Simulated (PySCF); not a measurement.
Order these species by their calculated properties.

Each SMILES stands for a single optimised conformer of the isolated species, non-relativistic unless stated. Electronic properties by PySCF.

Dipoles, sizes and rotational constants follow the conformer. The torsions of the flexible species, by atom-mapped SMILES:
- `[F:1][B:2]([F:3])[CH:4]1[CH2:5][CH2:6]1`: F1–B2–C4–C5 -148°
- `[N:1]#[C:2][CH2:3][SiH2:4][Cl:5]`: C2–C3–Si4–Cl5 -65°
- `[CH3:1][NH:2][c:3]1[cH:4][cH:5][cH:6][c:7]([Br:8])[cH:9]1`: C1–N2–C3–C4 9°

The conformers of `CC(=O)O[C@@H]1OCO[C@H]1F` aren't listed.

Question: Rank by lowest singlet excitation, lowest first (TDDFT CAM-B3LYP/def2-SVPD at PBE0-D3(BJ)/def2-SVP geometries).
A. `N#CC[SiH2]Cl`
B. `CC(=O)O[C@@H]1OCO[C@H]1F`
C. `FB(F)C1CC1`
D. `c1c2cc[nH]c2c(Br)cc1`

Answer: D (4.90 eV), B (5.92 eV), A (7.42 eV), C (8.03 eV).

Question: Rank by HOMO–LUMO gap, lowest first (CAM-B3LYP/def2-SVPD at PBE0-D3(BJ)/def2-SVP geometries).
A. `N#CC[SiH2]Cl`
B. `FB(F)C1CC1`
C. `Brc1cccc2cc[nH]c12`
D. `CC(=O)O[C@@H]1OCO[C@H]1F`

Answer: C (7.61 eV), D (10.71 eV), A (10.91 eV), B (11.45 eV).

Q: Give the two extremes of that set in kcal/mol.

A: `Brc1cccc2cc[nH]c12`: 176 kcal/mol; `FB(F)C1CC1`: 264 kcal/mol.

Question: Rank by static isotropic polarisability, lowest first (CAM-B3LYP/def2-SVPD at PBE0-D3(BJ)/def2-SVP geometries).
A. `N#CC[SiH2]Cl`
B. `Brc1cccc2cc[nH]c12`
C. `CC(=O)O[C@@H]1OCO[C@H]1F`
D. `FB(F)C1CC1`

Answer: D (47.0 au), A (66.2 au), C (72.6 au), B (120.7 au).

Q: Give the two extremes of that set as polarisability volumes in Å³.

A: `FB(F)C1CC1`: 6.97 Å³; `Brc1cccc2cc[nH]c12`: 17.88 Å³.

Question: Rank by smallest rotational constant, lowest first (PBE0-D3(BJ)/def2-SVP).
A. `N#CC#CB(Cl)Cl`
B. `c1(c2[nH]ccc2ccc1)Br`
C. `c1ccc(Br)cc1NC`
D. `N#CC[SiH2]Cl`
E. `FB(F)C1CC1`

Answer: C (0.451 GHz), B (0.515 GHz), A (0.614 GHz), D (1.464 GHz), E (2.129 GHz).
